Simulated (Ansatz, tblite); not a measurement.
Isomers of Sc2N2 (singlet), found by a short tight-binding search and relaxed with r2SCAN-D4/def2-SVP in Ansatz.

The xTB rows come from tblite.

Run but left out: HF/def2-TZVPP, MP2/def2-TZVPP, CCSD/def2-TZVPP, CCSD(T)/def2-TZVPP (B: restricted singlet, unstable towards broken spin symmetry).

B: The restricted singlet is unstable towards broken spin symmetry in Hartree–Fock (as tested in another run); at PBE-D4/def2-TZVP, revPBE-D4/def2-TZVP, r2SCAN-D4/def2-TZVP, PBE0-D4/def2-TZVP and others this wasn't settled.

Other spin states were run for one of them alone.

A:

```csv
atom,x (Å),y (Å),z (Å)
Sc1,0.699,-1.154,-0.014
Sc2,-0.699,1.154,0.014
N3,-1.095,-0.661,-0.224
N4,1.095,0.661,0.224
```

B:

Cartesian coordinates in Å:
```
Sc -0.657 -1.024 0.674
Sc -0.685 0.578 -1.595
N 0.895 0.006 1.026
N 0.447 0.440 -0.105
```

**Question.** Estimate which lies lowest at each level, and how far above it the others are (eV).

**Answer.** 
| level | A | B |
| --- | --- | --- |
| GFN1-xTB | 3.51 | 0.00 |
| GFN2-xTB | 3.74 | 0.00 |
| PBE-D4/def2-TZVP | 0.00 | 2.03 |
| revPBE-D4/def2-TZVP | 0.00 | 2.09 |
| r2SCAN-D4/def2-TZVP | 0.00 | 2.37 |
| PBE0-D4/def2-TZVP | 0.00 | 2.09 |
| CAM-B3LYP-D4/def2-TZVP | 0.00 | 2.33 |
Point groups (tolerance 0.1 Å): A D2h, B Cs. Lower isomers may exist.
